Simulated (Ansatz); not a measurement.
Consider the redistribution: `CO[Si]OC` + `C[CH2][ZnH]` → `CC[Si]OC` + `C[O][ZnH]`.

Gas-phase electronic energies from Ansatz, PBE0-D4/def2-TZVP geometries. CCSD(T)/CBS is the MP2 limit (def2-TZVPP, def2-QZVPP) plus CCSD(T) − MP2 in def2-TZVPP, frozen cores. DFT in def2-TZVPP. B3LYP here is the variant with VWN-RPA as its local correlation; programs differ in this. For Zn outer-core shells are correlated without core-valence functions, which leaves a few kJ/mol of doubt a bond. Scalar relativity is left out up to krypton. One conformer a species, not always the lowest.

| level | ΔE (kJ/mol) | difference from CCSD(T)/CBS |
| --- | --- | --- |
| revPBE-D4 | 83.4 | -1.1 |
| BLYP-D4 | 88.7 | 4.2 |
| r2SCAN-D4 | 86.7 | 2.2 |
| B2PLYP | 89.9 | 5.4 |
| PBE | 86.9 | 2.4 |
| revPBE | 86.7 | 2.2 |
| BLYP | 91.4 | 6.9 |
| r2SCAN | 87.0 | 2.5 |
| B3LYP | 92.4 | 7.9 |
| r2SCAN0 | 88.6 | 4.1 |
| CCSD(T)/def2-SVP | 76.2 | -8.3 |
| CCSD(T)/def2-TZVPP | 85.6 | 1.1 |
| HF/def2-QZVPP | 86.7 | 2.2 |
| MP2/def2-QZVPP | 88.4 | 3.9 |
| SCS-MP2/def2-QZVPP | 86.8 | 2.3 |
| CCSD/CBS(def2) | 84.4 | -0.1 |
| CCSD(T)/CBS | 84.5 | 0 |

Largest T1 diagnostic among the species: 0.017.

At CCSD(T), def2-SVP lies −8.3 kJ/mol from the extrapolated value and def2-TZVPP +1.1 kJ/mol. Leaving LDA and LC-ωPBE aside and taking each functional with its dispersion term where it has one, the values, not all of them listed here, spread over 8.4 kJ/mol, from revPBE-D4 to ωB97M-V.
